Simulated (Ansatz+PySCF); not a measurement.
A calculation with PySCF 2.14.0.

```python
from pyscf import gto, scf, cc

mol = gto.M(atom="""
Be 0.000000 0.000000 0.000000
S 0.000000 0.000000 2.440000
""", basis='sto-3g', charge=0, spin=0)
mf = scf.RHF(mol)
mf.kernel()
mycc = cc.CCSD(mf, frozen=6).run()
et = mycc.ccsd_t()
print(mf.e_tot, mycc.e_corr, et, mycc.e_tot + et)
```

The script is written out from the run's settings.

Output:

```
Converged                       : yes
Reference energy                : -407.42269 hartree
CCSD correlation energy         : -0.09834 hartree
Triples correction              : -0.00662 hartree
Total energy                    : -407.52765 hartree
Spin squared of the determinant : 0.000
```

Caution: bonds are stretched, where a single reference can fail; another spin multiplicity may lie lower; an unrestricted determinant lies well below.
